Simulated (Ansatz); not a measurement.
[MnOF4]- (MnOF₄⁻). The state is a singlet with charge -1. Geometry r2SCAN-D4/def2-SVPD.

```xyz
6

Mn    0.010    0.092   -0.065
O     0.152    1.330   -0.942
F    -0.368    0.632    1.595
F     1.620   -0.290    0.609
F     0.286   -1.345   -1.090
F    -1.701   -0.418   -0.107
```

The restricted singlet is unstable towards broken spin symmetry at other levels; at LDA (SPW92)/def2-TZVPD, revPBE-D4/def2-TZVPD, B97M-V/def2-TZVPD this wasn't settled. At PBE-D4/def2-TZVPD, PBE0-D4/def2-TZVPD the restricted singlet is unstable: a solution with broken spin symmetry lies lower. At PBE0-D4/def2-TZVPD a triplet of charge -1 lies 0.77 eV below the restricted singlet, each at its own geometry.

(1) Estimate the orbital energies around the gap (eV) in Ansatz with LDA (SPW92)/def2-TZVPD, PBE-D4/def2-TZVPD, revPBE-D4/def2-TZVPD, B97M-V/def2-TZVPD, PBE0-D4/def2-TZVPD.

Answers

(1) 
```
orbital  LDA (SPW92)/def2-TZVPD  PBE-D4/def2-TZVPD  revPBE-D4/def2-TZVPD  B97M-V/def2-TZVPD  PBE0-D4/def2-TZVPD
HOMO−13                   -6.77              -6.46                 -6.35              -7.00               -8.49
HOMO−12                   -6.43              -6.08                 -5.97              -6.47               -8.21
HOMO−11                   -6.15              -5.84                 -5.73              -6.38               -8.00
HOMO−10                   -5.89              -5.60                 -5.48              -6.37               -7.77
 HOMO−9                   -5.32              -5.01                 -4.91              -5.55               -6.94
 HOMO−8                   -5.32              -5.01                 -4.90              -5.55               -6.93
 HOMO−7                   -4.98              -4.68                 -4.57              -5.25               -6.68
 HOMO−6                   -4.09              -3.81                 -3.71              -4.39               -5.78
 HOMO−5                   -4.08              -3.81                 -3.71              -4.39               -5.77
 HOMO−4                   -3.83              -3.56                 -3.46              -4.11               -5.50
 HOMO−3                   -3.67              -3.40                 -3.30              -4.01               -5.40
 HOMO−2                   -3.67              -3.40                 -3.30              -4.01               -5.40
 HOMO−1                   -2.93              -2.69                 -2.59              -3.34               -4.81
   HOMO                   -0.51              -0.39                 -0.31              -1.63               -3.59
   LUMO                   -0.31              -0.02                  0.08              -0.22                0.66
 LUMO+1                   -0.30              -0.02                  0.08              -0.22                0.67
 LUMO+2                    0.91               1.20                  1.31               0.92                1.82
 LUMO+3                    1.48               1.84                  1.96               2.17                2.83
 LUMO+4                    3.67               3.61                  3.52               3.69                4.02
 LUMO+5                    4.14               4.05                  3.93               4.12                4.40
```
